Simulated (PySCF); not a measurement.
A structure optimised at B3LYP-D3(BJ)/def2-TZVP, used in a PySCF frequency run:

```xyz
3

Zn     0.0000     0.0000     0.0000
F      0.0000     0.0000    -1.7405
F      0.0000     0.0000     1.7405
```
Charge 0, spin multiplicity 1.

Q: Write its SMILES, formula and point group.

A: [F][Zn][F], F₂Zn, D∞h

Q: What are its rotational constants (standard atomic weights)?

A: 4.3905 GHz (linear rotor, B only)
